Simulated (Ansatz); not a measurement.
`[F][InH][SiH3]` + `CO[SiH](C)F` → `CO[SiH](C)[SiH3]` + `[F][InH][F]`  (redistribution)

Gas-phase electronic energies from Ansatz, PBE0-D4/def2-TZVP geometries. CBS: MP2 limit from def2 TZ/QZ plus the TZ coupled-cluster correction, frozen cores. Functionals use def2-TZVPP. def2 core potentials past Kr. For In outer-core shells are correlated without core-valence functions, which leaves a few kJ/mol of doubt a bond. One conformer a species, not always the lowest.

`[F][InH][SiH3]`:

Cartesian coordinates in Å:
```
F 0.740 2.488 0.681
In 0.873 0.543 0.950
Si -0.667 -0.644 -0.713
H 1.979 0.218 2.219
H -0.263 -0.282 -2.096
H -2.067 -0.202 -0.482
H -0.595 -2.121 -0.559
```

`CO[SiH](C)F`:

Cartesian coordinates in Å:
```
C 0.945 -1.496 -1.196
O 0.018 -0.878 -0.330
Si 0.138 0.650 0.218
C -1.381 1.035 1.186
F 1.422 0.785 1.168
H 0.471 -2.375 -1.636
H 1.251 -0.824 -2.006
H 1.837 -1.814 -0.649
H 0.395 1.573 -0.918
H -1.503 0.324 2.006
H -2.267 0.978 0.549
H -1.326 2.041 1.608
```

`CO[SiH](C)[SiH3]`:

Cartesian coordinates in Å:
```
C -0.770 -0.158 -2.287
O -0.240 -0.719 -1.110
Si 0.424 0.195 0.094
C -0.835 1.320 0.898
Si 1.333 -1.330 1.618
H -1.694 0.397 -2.087
H -0.055 0.519 -2.769
H -1.000 -0.968 -2.982
H 1.502 1.056 -0.487
H -1.657 0.747 1.335
H -1.254 2.027 0.177
H -0.364 1.901 1.696
H 1.992 -0.592 2.732
H 0.269 -2.192 2.202
H 2.350 -2.203 0.970
```

`[F][InH][F]`:

Cartesian coordinates in Å:
```
F 0.898 1.400 -0.799
In -0.045 0.003 0.150
F -0.321 -1.440 -1.109
H -0.533 0.037 1.758
```

```json
{"species": "`[F][InH][SiH3]`", "ωB97X-V energy (Eh)": "-581.84759"}
{"species": "`CO[SiH](C)F`", "ωB97X-V energy (Eh)": "-545.09653"}
{"species": "`CO[SiH](C)[SiH3]`", "ωB97X-V energy (Eh)": "-736.41740"}
{"species": "`[F][InH][F]`", "ωB97X-V energy (Eh)": "-390.47381"}
```

Q: Work out ΔE.

A: ΔE = (-736.41740) + (-390.47381) − (-581.84759) − (-545.09653) = 0.05291 Eh = +138.9 kJ/mol. CCSD(T)/CBS gives +144.8 kJ/mol.

Largest T1 diagnostic among the species: 0.017.

The D4 term adds −5.8 kJ/mol with B3LYP and −3.5 kJ/mol with PBE0; it sums over pairs of atoms, weighted by their polarisabilities, and B3LYP, whose exchange is more repulsive, gets the larger term. From PBE to PBE0 (25 % exact exchange), in def2-TZVPP and without D4, ΔE moves by +8.8 kJ/mol.

B3LYP here is the variant with VWN-RPA as its local correlation; programs differ in this.
